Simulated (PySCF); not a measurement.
Input file for PySCF: R-MP2/6-31G* on HCl (SMILES Cl) with ghost functions, monomers drawn apart or pushed together.

```python
from pyscf import gto, scf, dft, mp
from pyscf.data.elements import chemcore

mol = gto.M(
    atom='''
    Cl   -0.17970881   -0.27930657   -0.32260938
    H    -0.16222086   -0.20766951    0.95905293
    ghost-N   -0.10360900    0.02819029    5.13384219
    ghost-N   -0.08742858    0.08990119    6.22224348
    ''',
    basis='6-31g*',
    cart=True,
    charge=0, spin=0, verbose=3, max_memory=1800)
mf = scf.RHF(mol)
mf.conv_tol = 1e-8
mf.max_cycle = 100
mf.kernel()
if not mf.converged:
    mf = mf.newton().run(mf.mo_coeff, mf.mo_occ)
pt = mp.MP2(mf, frozen=chemcore(mol)).run()
```

Program output:

```
converged SCF energy = -460.059778427626
E(RMP2) = -460.192352708518  E_corr = -0.132574280891713
E(SCS-RMP2) = -460.191084495187  E_corr = -0.131306067560837
```

The calculation finished and met its thresholds.

Cost: about 0.27 core-seconds (a rough figure).
